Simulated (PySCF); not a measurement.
CH3O, doublet, geometry from GFN2-xTB; DF-B3LYP/6-31G* (PySCF).

Here is a job for PySCF.
```python
from pyscf import gto, scf, dft

mol = gto.Mole()
mol.atom = '''
    C    -0.541170    0.053534    0.000832
    O     0.761767   -0.095889   -0.019756
    H    -0.928677   -0.037737    1.042770
    H    -0.817061    1.110293   -0.225599
    H    -1.101380   -0.626646   -0.664113
'''
mol.basis = '6-31g*'
mol.charge = 0
mol.spin = 1
mol.verbose = 4
mol.build()

mf = dft.UKS(mol)
mf.xc = 'b3lyp'
mf = mf.density_fit(auxbasis='def2-universal-jkfit')
mf.kernel()
```

Problem. Write the output that PySCF gives for this input, abridged.

Solution. 
```
PySCF version 2.14.0

[INPUT] verbose = 4
[INPUT] num. atoms = 5
[INPUT] num. electrons = 17
[INPUT] charge = 0
[INPUT] spin (= nelec alpha-beta = 2S) = 1
[INPUT] symmetry False subgroup None
[INPUT] Mole.unit = angstrom
[INPUT] Symbol           X                Y                Z      unit          X                Y                Z       unit  Magmom
[INPUT]  1 C     -0.541170000000   0.053534000000   0.000832000000 AA   -1.022663086831   0.101164598352   0.001572252136 Bohr   0.0
[INPUT]  2 O      0.761767000000  -0.095889000000  -0.019756000000 AA    1.439531000732  -0.181203948358  -0.037333429317 Bohr   0.0
[INPUT]  3 H     -0.928677000000  -0.037737000000   1.042770000000 AA   -1.754945188183  -0.071312594763   1.970549710913 Bohr   0.0
[INPUT]  4 H     -0.817061000000   1.110293000000  -0.225599000000 AA   -1.544021517063   2.098149688022  -0.426320323976 Bohr   0.0
[INPUT]  5 H     -1.101380000000  -0.626646000000  -0.664113000000 AA   -2.081306559073  -1.184189317054  -1.254991685763 Bohr   0.0

nuclear repulsion = 35.1392255404794
number of shells = 18
number of NR pGTOs = 66
number of NR cGTOs = 34
basis = 6-31g*
ecp = {}

******** <class 'pyscf.df.df_jk.DFUKS'> ********
method = DFUKS
initial guess = minao
damping factor = 0
level_shift factor = 0
DIIS = <class 'pyscf.scf.diis.CDIIS'>
diis_start_cycle = 1
diis_space = 8
diis_damp = 0
SCF conv_tol = 1e-09
SCF conv_tol_grad = None
SCF max_cycles = 50
direct_scf = False
number electrons alpha = 9  beta = 8
XC library pyscf.dft.libxc version 7.1.2
    S. Lehtola, C. Steigemann, M. J. T. Oliveira, and M. A. L. Marques,  SoftwareX 7, 1–5 (2018)
XC functionals = b3lyp
    P. J. Stephens, F. J. Devlin, C. F. Chabalowski, and M. J. Frisch,  J. Phys. Chem. 98, 11623 (1994)
radial grids:
    Treutler-Ahlrichs [JCP 102, 346 (1995); DOI:10.1063/1.469408] (M4) radial grids

becke partition: Becke, JCP 88, 2547 (1988); DOI:10.1063/1.454033
pruning grids: <function nwchem_prune>
grids dens level: 3
symmetrized grids: False
atomic radii adjust function: <function treutler_atomic_radii_adjust>
small_rho_cutoff = 0
Set gradient conv threshold to 3.16228e-05
tot grids = 57624
******** <class 'pyscf.df.df.DF'> ********
auxbasis = def2-universal-jkfit
init E= -115.090457232881

cycle= 1 E= -114.940347088963  delta_E= 0.15  |g|= 0.444  |ddm|= 1.37
cycle= 2 E= -114.787669857259  delta_E= 0.153  |g|= 0.78  |ddm|= 1.23
cycle= 3 E= -115.043399536523  delta_E= -0.256  |g|= 0.0573  |ddm|= 0.876
cycle= 4 E= -115.045225145216  delta_E= -0.00183  |g|= 0.0302  |ddm|= 0.0971
cycle= 5 E= -115.04567398859  delta_E= -0.000449  |g|= 0.00709  |ddm|= 0.0258
cycle= 6 E= -115.045711764843  delta_E= -3.78e-05  |g|= 0.00125  |ddm|= 0.0114
cycle= 7 E= -115.045712870807  delta_E= -1.11e-06  |g|= 0.00021  |ddm|= 0.00189
cycle= 8 E= -115.045712908423  delta_E= -3.76e-08  |g|= 5.69e-05  |ddm|= 0.000342
cycle= 9 E= -115.045712911155  delta_E= -2.73e-09  |g|= 9e-06  |ddm|= 0.000102
cycle= 10 E= -115.045712911264  delta_E= -1.09e-10  |g|= 2.58e-06  |ddm|= 2.54e-05
Extra cycle  E= -115.04571291127  delta_E= -6.22e-12  |g|= 2.2e-06  |ddm|= 6.28e-06
converged SCF energy = -115.04571291127  <S^2> = 0.75339688  2S+1 = 2.003394
```
